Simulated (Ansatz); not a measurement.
One change: `C/N=C\[Se][AlH2]` becomes `C/N=C/N[SiH3]`.

Ansatz, PBE0-D4/def2-TZVP geometries, multiplicity 1. Each molecule was computed in one conformer, which needn't be the lowest.

Scalar relativity is left out up to krypton.

```tsv
property	`C/N=C\[Se][AlH2]`
LUMO energy (ωB97M-V/def2-TZVPP) / eV	0.04
size of the dipole moment (ωB97M-V/def2-TZVPP) / D	0.93
LUMO energy (PBE0/def2-TZVPP) / eV	-1.56
HOMO–LUMO gap (B3LYP/def2-TZVPP) / eV	5.19
HOMO energy (B3LYP/def2-TZVPP) / eV	-6.93
LUMO energy (B3LYP/def2-TZVPP) / eV	-1.74
```

**Question.** What does the change do to each property? (Estimate.)

**Answer.** Computed: 
| property | `C/N=C/N[SiH3]` | shift |
| --- | --- | --- |
| LUMO energy (ωB97M-V/def2-TZVPP) / eV | 2.17 | 2.13 |
| size of the dipole moment (ωB97M-V/def2-TZVPP) / D | 2.32 | 1.39 |
| LUMO energy (PBE0/def2-TZVPP) / eV | 0.50 | 2.06 |
| HOMO–LUMO gap (B3LYP/def2-TZVPP) / eV | 6.82 | 1.63 |
| HOMO energy (B3LYP/def2-TZVPP) / eV | -6.57 | 0.36 |
| LUMO energy (B3LYP/def2-TZVPP) / eV | 0.25 | 1.99 |

With PBE0 the HOMO rises by 0.38 eV and the LUMO rises by 2.06 eV, so the gap widens by about 1.68 eV. PBE moves the HOMO by 0.38 eV and ωB97M-V by 0.26 eV. Dipoles are sizes alone; their direction can turn.

B3LYP here is the variant with VWN-RPA as its local correlation; programs differ in this.

Spin–orbit coupling is left out; it splits and shifts lone-pair levels of the heavy atoms by tenths of an eV.
